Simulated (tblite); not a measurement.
What does the GFN2-xTB structure of `C=CC1=C(S)C(S[SiH3])=NN1` look like in three dimensions?

```
atom  x, y, z in Å
C1    -3.4988    0.4844   -0.2068
C2    -2.6020   -0.3474    0.3157
C3    -1.1750   -0.1978    0.2358
N4    -0.5234    0.8154   -0.3937
N5     0.8052    0.6955   -0.3067
C6     1.0333   -0.4076    0.3888
S7     2.6634   -0.8951    0.7076
Si8    3.4930    0.8038   -0.3536
C9    -0.1793   -1.0191    0.7607
S10   -0.3855   -2.4895    1.6832
H11   -4.5533    0.3021   -0.1024
H12   -3.2230    1.3707   -0.7539
H13   -2.9202   -1.2274    0.8578
H14   -0.9280    1.5939   -0.8858
H15    4.9184    0.5403   -0.1769
H16    3.0799    0.6839   -1.7399
H17    3.0649    2.0002    0.3478
H18    0.9215   -2.7001    1.8162
```

Orientation and origin are arbitrary. Atoms count from 1 in this order. Si8 (SiH3 silicon) is distorted tetrahedral (angles from 100.0° to 116.5°). N4 (pyrrole-type nitrogen) is planar (angles 127.6°, 120.1° and 112.3°, sum 360.0°, 0.00 Å off the plane of its three neighbours). The 5-membered ring C3–N4–N5–C6–C9 has internal angles of 105.1° to 112.3° (sum 540°, against 540° for a flat polygon); it is planar, 0.00 Å rms from its mean plane, widest ring torsion 0°. The 10 heavy atoms lie in one plane (0.002 Å rms).

Bonds between heavy atoms (Å): C1=C2 1.330, C2–C3 1.437, C3–N4 1.359, N4–N5 1.337, N5–C6 1.324, C6–S7 1.731, S7–Si8 2.168, C6–C9 1.408, C9–S10 1.748, C3–C9 1.393.

Computed geometry: GFN2-xTB, gas phase.

Point group: Cs (every atom within 0.08 Å of its image). Its GFN2-xTB frequencies are all real (lowest 48 cm⁻¹). One conformer, not necessarily the lowest (C1–C2–C3–N4 0°, N5–C6–S7–Si8 0°, C6–C9–S10–H 0°).

Hardware: one thread of an Arm Neoverse V2, shared host with 96 logical CPUs at a one-minute load of 46. Cost: 1.8 s wall. That covers the optimisation of the geometry.
